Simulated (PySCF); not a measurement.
C3H6OSi, SMILES [SiH3][C@@H]1C=CO1.

Geometry optimised at PBE-D3(BJ)/def2-SVP. The structure was generated by enumeration; whether it is a known compound was not checked.

These are PBE-D3(BJ)/def2-SVP in PySCF values and carry that method's errors.

Frequencies are harmonic and unscaled.

List the normal modes with their intensities. (An estimate is asked for; the answer gives what the named calculation found.)


```csv
mode,ν (cm⁻¹),IR (km/mol),moving atoms (share of kinetic energy)
1,163,0.1,"H 62 %, C 29 %"
2,175,0.6,"H 38 %, C 32 %, Si 17 %, O 12 %"
3,212,1.5,"H 45 %, C 26 %, O 23 %"
4,471,34.3,"C 36 %, Si 24 %, O 21 %, H 20 %"
5,536,23.0,"H 72 %, Si 15 %, C 11 %"
6,607,38.5,"H 80 %, Si 12 %"
7,662,39.9,"H 81 %, C 14 %"
8,777,17.8,"C 51 %, H 36 %"
9,831,20.9,"H 67 %, C 32 %"
10,850,30.7,"O 42 %, C 37 %, H 20 %"
11,877,153.2,"H 83 %, Si 10 %"
12,901,31.3,"H 80 %, C 13 %"
13,911,46.2,H 89 %
14,923,14.6,"H 59 %, C 40 %"
15,941,16.4,"C 44 %, H 39 %, O 15 %"
16,1025,50.8,"H 64 %, C 22 %, O 14 %"
17,1096,5.4,"H 65 %, C 23 %, O 12 %"
18,1134,7.8,"H 65 %, C 30 %"
19,1185,12.3,"C 59 %, H 33 %"
20,1258,10.8,"H 45 %, C 44 %, O 11 %"
21,1571,9.5,"C 88 %, H 12 %"
22,2162,81.2,H 98 %
23,2172,97.1,H 96 %
24,2194,75.3,H 96 %
25,3005,8.3,H 92 %
26,3150,5.1,"H 91 %, C 9 %"
27,3224,1.3,"H 90 %, C 10 %"
```
